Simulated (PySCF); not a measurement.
**Calculated NMR parameters of C[C@@H](C#N)[Si](F)(F)F**

- Formula: C3H4F3NSi
- SMILES: C[C@@H](C#N)[Si](F)(F)F
- Point group of the computed structure: C1
- Degrees of unsaturation: 2
- Carbon signals: 3
- Proton signals: 2

Mapped SMILES: `[CH3:1][C@@H:2]([C:3]#[N:4])[Si:5]([F:6])([F:7])[F:8]`; H(Xn) means a hydrogen on atom n.

Relativity neglected, in vacuum, rapidly exchanging positions averaged, a single conformation. σ from GIAO-PBE0/pcSseg-1; GFN2-xTB structure; PySCF 2.14.0 with density-fitted response routines.

δ = σ(ref) − σ, references computed at the same level: 1H (σ = 31.72 ppm), 13C (σ = 186.93 ppm), 29Si (σ = 349.16 ppm) vs TMS; 19F (σ = 170.95 ppm) vs CFCl3; 15N (σ = 267.73 ppm) vs NH3.

| carbon | δC, type | δH (multiplicity) | HMBC from (2–3 bonds) | span of the C tensor (ppm) |
| --- | --- | --- | --- | --- |
| C1 | 13.9, CH3 | 1.55 (d) | H(C2) | 28 |
| C2 | 9.6, CH | 2.20 (m) | H(C1) | 16 |
| C3 | 120.8, C | – | H(C2), H(C1) | 347 |

Other nuclei:
```csv
atoms,nucleus,environment,δ (ppm),σ (ppm)
F6/F7/F8,19F,fluorine bonded to Si,-150.9,321.9
Si5,29Si,"silicon bonded to C, 3 F",-62.8,411.9
N4,15N,nitrile nitrogen,304.2,-36.5
```

- Carbon types of the structure: 1 × C, 1 × CH, 1 × CH3, which accounts for all hydrogens.
- δC 120.8: nitrile carbon; this is the usual window of a C≡N carbon, which has no attached hydrogen.
- δC 13.9: methyl carbon; saturated and bonded to C and H only.
- δC 9.6: sp3 CH bonded to Si, α to a nitrile; an electropositive neighbour leaves it electron-rich and shielded.
- δH 2.20: hydrogen on an sp3 CH bonded to Si, α to a nitrile.
- δH 1.55: hydrogen on a methyl carbon.

Splittings by 19F in the carbon and heteronuclear signals aren't shown, as no couplings were computed. Shifts are as computed. Against solution values, carbons near 30 ppm lie about +3 ppm off and those near 130 ppm about +5 ppm. Of 1211 compounds with measured shifts, 218 miss one by over three times the rms of a fit or turn the order of signals round; such compounds aren't used in these exercises. Unscaled 19F shifts against computed CFCl3 carry errors that often reach 10 to 50 ppm. Experimental scales use liquid or dissolved standards, which lie at an offset from isolated NH3 (liquid NH3: subtract about 20 ppm). Unscaled 15N shifts of sp2 nitrogen come out 20 to 40 ppm too high even then. No couplings were computed; multiplicities are counted from neighbouring protons, with m where these are inequivalent, close in shift, in a saturated or five-membered ring or joined by F or P, and br s for small geminal =CH2 splittings.
